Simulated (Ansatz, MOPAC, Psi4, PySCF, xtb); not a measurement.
Complex: BFH2O2 (SMILES OB(O)F) (first 6 atoms) with HF (SMILES F); geometry from B3LYP-D3(BJ)/def2-TZVP, rigid monomers moved along the line of their centres of mass till O3···H8 is 3.10 Å.
(charge 0, multiplicity 1):
```xyz
8

O      1.10913     0.83478     0.23364
B      0.02755     0.03405     0.15972
O     -0.45672    -0.51683     1.31372
F     -0.58260    -0.23592    -1.00411
H      1.39923     1.19002    -0.61204
H     -1.22973    -1.07785     1.19297
F      0.39231    -0.48450     5.26429
H      0.19595    -0.49337     4.34644
```

Interaction energies are E(AB) − E(A) − E(B) at the monomers' geometry in the complex; basis-set methods are counterpoise corrected. Rows marked so take none.

Frozen-core correlation. Rows in 3-21G, STO-3G carry no dispersion term and start afresh at each structure. The state that PM3 reach isn't checked.

Run with Ansatz (an electronic-structure program) with Gaussian orbitals; MOPAC for PM3 (differences of heats of formation); Psi4 for SAPT; PySCF for 3-21G rows, STO-3G rows, the dispersion terms; xtb for the GFN methods. Values without a source in brackets are computed.

```tsv
level	interaction energy (kJ/mol)
GFN-FF	-9.0
PM3	-3.2
HF/STO-3G (no counterpoise)	-5.2
HF/3-21G (no counterpoise)	-13.3
PBE/def2-TZVPPD	-8.6
B3LYP-D4/def2-TZVPPD	-9.0
PBE0-D3(BJ)/def2-TZVPPD	-9.3
SCS-MP2/aug-cc-pVDZ	-8.7
SAPT0/jun-cc-pV(D+d)Z	?
```

**Question.** Some entries are withheld; supply them.

**Answer.** 
- SAPT0/jun-cc-pV(D+d)Z, interaction energy (kJ/mol): -10.3
